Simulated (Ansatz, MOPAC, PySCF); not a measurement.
Reaction (SMILES): [Si](O)([SiH3])(O)[O-] -> [SiH2-][Si](O)(O)O

Wanted: isomerisation energy (enthalpy at 298 K), in kcal/mol. Set-up: frozen cores in correlated levels; spin-orbit terms left out; 6-31G* and kin with 6d, 5d where marked; dispersion terms only where a functional's name holds one; non-relativistic. CBS marks a two-point X^-3 extrapolation of the correlation energy; Hartree-Fock from the larger set. Ab initio and DFT rows: single points at B3LYP-D3(BJ) geometries (Ansatz, a first-principles code), with unscaled harmonic terms from B3LYP/6-31G* (Ansatz) at its own minima. Semi-empirical rows: MOPAC heats of formation at their own minima for 298 K. Sets without +, aug- or the D of def2-TZVPD hold no diffuse functions, which anions need.

| species | coefficient | E at M06-2X/6-31G* (5d) (PySCF), Eh | E at wB97X-V/def2-TZVPD (Ansatz), Eh | H(298 K) - E, kcal/mol | heat of formation at AM1 (MOPAC), kcal/mol |
|---|---|---|---|---|---|
| [O-][Si](O)(O)[SiH3] | -1 | -807.63505 | -807.81262 | 40.96 | -215.78 |
| O[Si](O)(O)[SiH2-] | +1 | -807.62192 | -807.79377 | 41.88 | -229.50 |

Coupled cluster (Ansatz) is a level with limits of its own, used here on species with T1 under 0.025 (0.045 for open shells) and stable references: CCSD(T)/CBS(aug-cc-pV(T+d)Z,aug-cc-pV(Q+d)Z). Value to compare with, CCSD(T)/CBS(aug-cc-pV(T+d)Z,aug-cc-pV(Q+d)Z) (Ansatz): 11.1 kcal/mol. 1 Eh = 627.5095 kcal/mol.

Q: Compute it at each level from the table, and compare with CCSD(T)/CBS(aug-cc-pV(T+d)Z,aug-cc-pV(Q+d)Z) (Ansatz).

A: 
- M06-2X/6-31G* (5d): the sum of coefficient times E is 0.01313 Eh, or 8.24 kcal/mol; the thermal terms add 0.92. Result: 9.2 kcal/mol. Its difference against CCSD(T)/CBS(aug-cc-pV(T+d)Z,aug-cc-pV(Q+d)Z) (Ansatz) is -1.9 kcal/mol.
- wB97X-V/def2-TZVPD: the sum of coefficient times E is 0.01885 Eh, or 11.83 kcal/mol; the thermal terms add 0.92. Result: 12.7 kcal/mol. Its difference against CCSD(T)/CBS(aug-cc-pV(T+d)Z,aug-cc-pV(Q+d)Z) (Ansatz) is 1.6 kcal/mol.
- AM1: the sum of coefficient times heat of formation is -13.72 kcal/mol; it needs no thermal term. Its difference against CCSD(T)/CBS(aug-cc-pV(T+d)Z,aug-cc-pV(Q+d)Z) (Ansatz) is -24.8 kcal/mol.
